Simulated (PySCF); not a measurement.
**Worked example: oscillator strength and radiative lifetime**

Al(Me)2(SiH3) (C2H9AlSi), SMILES [CH3][Al]([CH3])[SiH3].

The structure is a stationary point at ωB97X-D3(BJ)/def2-SVP. The structure was generated by enumeration; whether it is a known compound was not checked.

TDA-ωB97X/def2-SVPD (PySCF) puts the first singlet state with f over 0.02 at 6.63 eV (vertical), with the transition dipole (-0.351, 0.530, -0.724) in atomic units.

Q: Find the oscillator strength, the wavelength and the radiative lifetime that this transition would have in vacuum if emission retraced absorption.

A: 
|μ|² = 0.9283 au, so |μ| = 2.45 D. ΔE = 6.63/27.211 = 0.2436 hartree. f = (2/3) ΔE |μ|² = 0.151 (the program prints 0.151).
λ = 1239.84/6.63 = 187 nm; ν = 53475 cm⁻¹.
Einstein's coefficient A = 0.6670 ν² f s⁻¹ (ν in cm⁻¹) = 2.9e8 s⁻¹, so τ = 1/A = 3.5 ns. This state is S3; the lower singlets have f = 0.016, 0.000. The figure is the radiative limit of this one transition; relaxation, internal conversion, crossing to triplets and a medium change what is measured.
